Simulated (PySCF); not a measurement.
Does the answer move with the share of exact exchange?

Species: C3H10OSi.
Geometry (PBE0-D3(BJ)/def2-SVP, Å), atoms numbered from 1 in this order:
```xyz
15
C3H10OSi angstrom
C      2.4426   -0.2194   -0.3359
Si     0.7504    0.6012   -0.4178
C     -0.6067   -0.6681   -0.0432
C     -2.0007   -0.1814   -0.4207
O     -2.2519    1.1343    0.0048
H      2.6210   -0.6522    0.6612
H      2.5269   -1.0294   -1.0773
H      3.2442    0.5081   -0.5356
H      0.7094    1.7189    0.5766
H      0.5274    1.1724   -1.7834
H     -0.3772   -1.6091   -0.5729
H     -0.5595   -0.9133    1.0345
H     -2.7731   -0.8820   -0.0440
H     -2.1003   -0.1646   -1.5178
H     -2.1623    1.1618    0.9635
```

PySCF, def2-SVPD basis, density fitting, gas phase, PBE0-D3(BJ)/def2-SVP geometry; singlet excitations by full TDDFT with frozen cores, triplets by Tamm–Dancoff TDDFT and ionisation energies by ΔSCF, from the lowest of the holes tried. One functional is left out:

```json
{"functional": "LDA", "exact exchange (%)": "0", "HOMO energy (eV)": "-6.47", "LUMO energy (eV)": "-0.46", "lowest singlet excitation (eV)": "6.07", "lowest triplet excitation (eV)": "5.92", "dipole moment (D)": "2.196", "mean polarisability (au)": "75.5", "vertical ionisation energy (eV)": "9.64"}
{"functional": "PBE", "exact exchange (%)": "0", "HOMO energy (eV)": "-6.35", "LUMO energy (eV)": "-0.34", "lowest singlet excitation (eV)": "6.07", "lowest triplet excitation (eV)": "5.89", "dipole moment (D)": "2.136", "mean polarisability (au)": "74.1", "vertical ionisation energy (eV)": "9.52"}
{"functional": "PBE0", "exact exchange (%)": "25", "HOMO energy (eV)": "-7.92", "LUMO energy (eV)": "0.40", "lowest singlet excitation (eV)": "6.94", "lowest triplet excitation (eV)": "6.67", "dipole moment (D)": "2.192", "mean polarisability (au)": "70.9", "vertical ionisation energy (eV)": "9.99"}
{"functional": "BHandHLYP", "exact exchange (%)": "50", "HOMO energy (eV)": "-9.37", "LUMO energy (eV)": "0.92", "lowest singlet excitation (eV)": "7.49", "lowest triplet excitation (eV)": "7.17", "dipole moment (D)": "2.228", "mean polarisability (au)": "68.5", "vertical ionisation energy (eV)": "10.34"}
```

Task: Predict the row of B3LYP (20 % exact exchange) by straight lines through the other rows, and check it.

Result: 
```
                       property   line  computed  computed − line  PBE0 (25 %), for comparison
               HOMO energy (eV)  -7.60     -7.70            -0.10                        -7.92
               LUMO energy (eV)   0.16      0.11            -0.05                         0.40
 lowest singlet excitation (eV)   6.68      6.70            +0.02                         6.94
 lowest triplet excitation (eV)   6.44      6.46            +0.02                         6.67
              dipole moment (D)  2.190     2.175           -0.015                        2.192
       mean polarisability (au)   72.1      71.5             -0.6                         70.9
vertical ionisation energy (eV)   9.89      9.98            +0.09                         9.99
```

Task: Which of these properties follows the share of exact exchange most closely, and which least?

Result: Most closely the HOMO energy, least the dipole moment; the correlations over the tabulated rows are HOMO energy -0.999, lowest triplet excitation 0.994, lowest singlet excitation 0.994, LUMO energy 0.991, vertical ionisation energy 0.990, mean polarisability -0.976, dipole moment 0.765. The HOMO energy moves by -0.593 eV for every 10 %. Functionals with the same share still differ in their other parts: at 0 % LDA and PBE differ by 0.12 eV in it.
